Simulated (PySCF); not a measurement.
Compound: CH8AsGeN.
Numbering: `[CH3:1][NH:2][GeH2:3][AsH2:4]` (hydrogens: H5, H6, H7 on C1; H8 on N2; H9, H10 on Ge3; H11, H12 on As4)

Cartesian coordinates in Å at the PBE0-D3(BJ)/def2-SVP level; atoms count from 1:
```xyz
12
CH8AsGeN angstrom
C     -1.582   -0.890    0.037
N     -1.223    0.472    0.347
Ge     0.458    1.110   -0.018
As     1.994   -0.222    1.309
H     -2.524   -1.169    0.538
H     -1.701   -1.114   -1.044
H     -0.812   -1.579    0.423
H     -1.966    1.135    0.150
H      0.474    2.577    0.451
H      0.837    1.047   -1.524
H      3.190    0.557    0.767
H      2.134   -1.272    0.209
```

Jobs on this species (12 atoms, 86 electrons) with PySCF (density fitting). Hardware of each: an x86-64 server with one thread, no GPU, on a shared host. Times come from a shared host and carry two figures at best.

```tsv
level and settings	work	basis functions	SCF cycles	wall time
PBE0/pcSseg-1	shieldings	156	?	?
B97-D/pcSseg-1	shieldings	156	13	34 s
BP86/pcSseg-1	shieldings	156	14	37 s
KT3/pcSseg-1	shieldings	156	12	33 s
HF/pcSseg-1	shieldings	156	10	14 s
B3LYP/pcSseg-1	shieldings	156	12	22 s
LDA/pcSseg-1	shieldings	156	13	31 s
OPBE/pcSseg-1	shieldings	156	12	33 s
mPW1PW91/pcSseg-1	shieldings	156	11	23 s
```

**Question.** Fill in the missing figures.

**Answer.** 
- PBE0/pcSseg-1; shieldings: 25 s, 11 SCF cycles

**Question.** What do all jobs in the table cost together?

**Answer.** About 4.2 min; the longest takes about 15 % of that, and about 2.6 times as long as the shortest.
